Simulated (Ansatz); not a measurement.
The cluster Mg₃O₂. Charge 0, multiplicity 1. Geometry PBE-D4/def2-SVP.

Cartesian coordinates in Å:
```
Mg 0.1632 1.1536 1.5160
Mg -1.1766 1.0938 -1.0368
Mg 0.5397 -1.1969 -0.2552
O 1.0259 -0.4897 1.3900
O -0.5523 -0.5608 -1.6140
```

The restricted singlet is unstable towards broken spin symmetry in Hartree–Fock (as tested in another run); at HF/def2-TZVP, PBE-D4/def2-TZVP, r2SCAN-D4/def2-TZVP, PBE0-D4/def2-TZVP and others this wasn't settled. The structure comes from a short search, and lower isomers may exist.

**Question.** Estimate the orbital energies around the gap (eV) in Ansatz with HF/def2-TZVP, PBE-D4/def2-TZVP, r2SCAN-D4/def2-TZVP, PBE0-D4/def2-TZVP, ωB97M-V/def2-TZVP.

**Answer.** 
```csv
orbital,HF/def2-TZVP,PBE-D4/def2-TZVP,r2SCAN-D4/def2-TZVP,PBE0-D4/def2-TZVP,ωB97M-V/def2-TZVP
HOMO−9,-60.90,-45.75,-47.14,-49.76,-52.18
HOMO−8,-30.39,-20.05,-21.21,-22.77,-25.45
HOMO−7,-30.22,-19.91,-21.06,-22.62,-25.29
HOMO−6,-11.58,-6.83,-6.96,-8.10,-10.51
HOMO−5,-11.38,-6.52,-6.68,-7.83,-10.28
HOMO−4,-11.11,-6.33,-6.49,-7.60,-9.95
HOMO−3,-10.17,-5.53,-5.73,-6.81,-9.23
HOMO−2,-10.16,-5.23,-5.42,-6.55,-8.90
HOMO−1,-9.82,-5.20,-5.40,-6.46,-8.82
HOMO,-6.72,-4.50,-4.55,-5.23,-6.86
LUMO,-0.09,-2.86,-2.64,-2.25,-0.94
LUMO+1,0.78,-1.97,-1.53,-1.24,0.00
LUMO+2,1.41,-1.45,-1.29,-0.84,0.61
LUMO+3,1.69,-1.16,-0.88,-0.48,0.94
LUMO+4,2.99,0.00,0.40,0.68,2.00
LUMO+5,3.10,0.20,0.66,0.88,2.19
```
